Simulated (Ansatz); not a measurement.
System: ZrCl$_{3}$, charge 0, multiplicity 2. The spin state was set by rule; other spins were not relaxed. SMILES: [Cl][Zr]([Cl])[Cl]
Structure (B3LYP-D3(BJ)/def2-TZVP (Ansatz, an electronic-structure program) minimum search):
```xyz
4

Zr     0.0000     0.0000     0.0000
Cl     2.2227    -0.4154    -0.6161
Cl    -0.8881    -0.9974     1.9259
Cl    -1.3346     1.4128    -1.3097
```
Charge 0, spin multiplicity 2.

Property: vertical ionisation energy (to the singlet state of charge +1; each state is the SCF solution reached for its spin; the molecule has degenerate orbitals, so one determinant may break the symmetry), in eV. Correlated levels leave the core frozen unless marked. Open shells are spin-unrestricted. Spin-orbit coupling is left out. Frozen are the shells of the preceding noble gas and the d and f shells that filled before the atom's block. Past Kr the def2 sets carry scalar-relativistic core potentials. CBS marks a two-point X^-3 extrapolation of the correlation energy; Hartree-Fock from the larger set. [CCSD(T)-MP2]/basis is that difference in the basis named.

| level | program | vertical ionisation energy (eV) | minus last row |
|---|---|---|---|
| HF/def2-SVPD | Ansatz | 8.29 | 0.27 |
| HF/def2-TZVPPD | Ansatz | 8.15 | 0.13 |
| SVWN5/def2-TZVPD | Ansatz | 7.94 | -0.08 |
| PBE0/def2-TZVPD | Ansatz | 8.13 | 0.11 |
| B2PLYP/def2-TZVPD | Ansatz | 7.99 | -0.03 |
| MP2/def2-SVPD | Ansatz | 7.90 | -0.12 |
| RI-MP2/def2-QZVPPD | Ansatz | 7.89 | -0.13 |
| CCSD/def2-TZVPPD | Ansatz | 8.11 | 0.09 |
| CCSD(T)/def2-SVPD | Ansatz | 7.98 | -0.04 |
| RI-MP2/CBS(def2-TZVPPD,def2-QZVPPD)+[CCSD(T)-MP2]/def2-TZVPPD | Ansatz | 8.02 | 0.00 |
